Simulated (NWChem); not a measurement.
All runs are NWChem calculations. System: CF2I, charge 1, spin multiplicity 1, at the geometry of a parent with another charge or spin, in a state set for the comparison that need not be this species' ground state. Level: B3LYP/x2c-SVPall-2c, scalar ZORA, VWN1-RPA local correlation.

NWChem printed:

```
             Northwest Computational Chemistry Package (NWChem) 7.3.0
             --------------------------------------------------------

                                NWChem Input Module
                                -------------------

 Scaling coordinates for geometry "geometry" by  1.889725989
 (inverse scale =  0.529177249)

                             Geometry "geometry" -> ""
                             -------------------------

 Output coordinates in angstroms (scale by  1.889725989 to convert to a.u.)

  No.       Tag          Charge          X              Y              Z
 ---- ---------------- ---------- -------------- -------------- --------------
    1 F                    9.0000     1.92505300    -0.07668800    -1.07320600
    2 C                    6.0000     1.30481300     0.34070500     0.00000000
    3 F                    9.0000     1.92505300    -0.07668800     1.07320600
    4 I                   53.0000    -0.80150600    -0.01252500     0.00000000

 Effective nuclear repulsion energy (a.u.)     314.7048666248

            Nuclear Dipole moment (a.u.)
            ----------------------------
        X                 Y               Z
 ---------------- ---------------- ----------------
     0.0000264562     0.0000396842     0.0000000000


 Summary of "ao basis" -> "" (spherical)
 ------------------------------------------------------------------------------
       Tag                 Description            Shells   Functions and Types
 ---------------- ------------------------------  ------  ---------------------
 *                       x2c-svpall-2c                on all atoms

                                 NWChem DFT Module
                                 -----------------

 Summary of "ao basis" -> "ao basis" (spherical)
 ------------------------------------------------------------------------------
       Tag                 Description            Shells   Functions and Types
 ---------------- ------------------------------  ------  ---------------------
 F                       x2c-svpall-2c               6       14   3s2p1d
 C                       x2c-svpall-2c               6       14   3s2p1d
 I                       x2c-svpall-2c              18       50   6s8p4d

 Summary of "ao basis" -> "ao basis" (spherical)
 ------------------------------------------------------------------------------
       Tag                 Description            Shells   Functions and Types
[...]
    16      0.212537  2 C  s                 35      0.212745  3 F  px

 Vector   37  Occ=2.000000D+00  E=-5.447275D-01
              MO Center= -4.2D-01,  5.0D-02,  1.1D-08, r^2= 2.4D+00
   Bfn.  Coefficient  Atom+Function         Bfn.  Coefficient  Atom+Function
  ----- ------------  ---------------      ----- ------------  ---------------
    65      0.499984  4 I  py                62      0.486529  4 I  py
    56     -0.423964  4 I  py                61     -0.205641  4 I  px
    64     -0.202886  4 I  px                19      0.175876  2 C  py
    55      0.174849  4 I  px                53      0.160979  4 I  py
     5     -0.128469  1 F  py                33     -0.128469  3 F  py

 Vector   38  Occ=2.000000D+00  E=-5.316243D-01
              MO Center= -7.1D-01, -3.2D-03, -6.6D-09, r^2= 2.0D+00
   Bfn.  Coefficient  Atom+Function         Bfn.  Coefficient  Atom+Function
  ----- ------------  ---------------      ----- ------------  ---------------
    66      0.584007  4 I  pz                63      0.566149  4 I  pz
    57     -0.490921  4 I  pz                54      0.185131  4 I  pz
     4     -0.081805  1 F  px                32      0.081805  3 F  px
    51     -0.075164  4 I  pz                23      0.059960  2 C  pz
     7     -0.057579  1 F  px                35      0.057579  3 F  px

 Vector   39  Occ=0.000000D+00  E=-4.306360D-01
              MO Center=  6.6D-01,  3.2D-01,  1.4D-08, r^2= 2.8D+00
   Bfn.  Coefficient  Atom+Function         Bfn.  Coefficient  Atom+Function
  ----- ------------  ---------------      ----- ------------  ---------------
    19      0.490957  2 C  py                17      0.368854  2 C  s
    65     -0.333014  4 I  py                62     -0.278184  4 I  py
    64     -0.269976  4 I  px                16      0.261519  2 C  s
    22      0.261814  2 C  py                56      0.240535  4 I  py
     5     -0.237461  1 F  py                33     -0.237461  3 F  py

 Vector   40  Occ=0.000000D+00  E=-3.023290D-01
              MO Center=  3.2D-03,  5.8D-02,  2.9D-08, r^2= 2.9D+00
   Bfn.  Coefficient  Atom+Function         Bfn.  Coefficient  Atom+Function
  ----- ------------  ---------------      ----- ------------  ---------------
    64      0.736320  4 I  px                18      0.465441  2 C  px
    17     -0.391128  2 C  s                 21      0.350782  2 C  px
    61      0.344709  4 I  px                55     -0.317094  4 I  px
    16     -0.307314  2 C  s                 19      0.300140  2 C  py
    48      0.275259  4 I  s                 22      0.234473  2 C  py

 Vector   41  Occ=0.000000D+00  E=-1.348108D-01
              MO Center=  8.5D-01,  3.0D-01,  2.2D-08, r^2= 2.6D+00
   Bfn.  Coefficient  Atom+Function         Bfn.  Coefficient  Atom+Function
  ----- ------------  ---------------      ----- ------------  ---------------
    23      0.978457  2 C  pz                20      0.540635  2 C  pz
     3      0.512861  1 F  s                 31     -0.512861  3 F  s
    86     -0.265095  4 I  d  1              66     -0.245019  4 I  pz
     7     -0.217036  1 F  px                35      0.217036  3 F  px
     4     -0.203216  1 F  px                32      0.203216  3 F  px

 center of mass
 --------------
 x =  -0.13788939 y =  -0.00443186 z =   0.00000000

 moments of inertia (a.u.)
 ------------------
         162.122646109337          -3.460112361113           0.000000000000
          -3.460112361113        1019.839443764977           0.000000000000
           0.000000000000           0.000000000000         869.396709409125

     Multipole analysis of the density
     ---------------------------------

     L   x y z        total         alpha         beta         nuclear
     -   - - -        -----         -----         ----         -------
     0   0 0 0      1.000000    -38.000000    -38.000000     77.000000

     1   1 0 0      0.313201      0.156587      0.156587      0.000026
     1   0 1 0      0.195666      0.097813      0.097813      0.000040
     1   0 0 1     -0.000000     -0.000000     -0.000000      0.000000

     2   2 0 0    -20.659095   -208.466433   -208.466433    396.273771
     2   1 1 0      2.013834      0.039006      0.039006      1.935821
     2   1 0 1     -0.000000     -0.000000     -0.000000      0.000000
     2   0 2 0    -28.090594    -15.492744    -15.492744      2.894893
     2   0 1 1      0.000000      0.000000      0.000000      0.000000
     2   0 0 2    -29.382994    -51.708936    -51.708936     74.034877

 Task  times  cpu:       12.3s     wall:       12.3s

 Total times  cpu:       12.3s     wall:       12.3s
```

### Question
Write an NWChem input that would produce this output.

### Answer
One answer among several that fit: 
```
start mol
memory heap 200 mb stack 900 mb global 1100 mb
charge 1
geometry units angstroms nocenter noautoz noautosym
  F      1.925053    -0.076688    -1.073206
  C      1.304813     0.340705     0.000000
  F      1.925053    -0.076688     1.073206
  I     -0.801506    -0.012525     0.000000
end
basis spherical
  * library x2c-svpall-2c
end
relativistic
  zora on
end
dft
  xc b3lyp
  semidirect memsize 60000000 filesize 0
  iterations 100
  grid fine
end
task dft energy
```
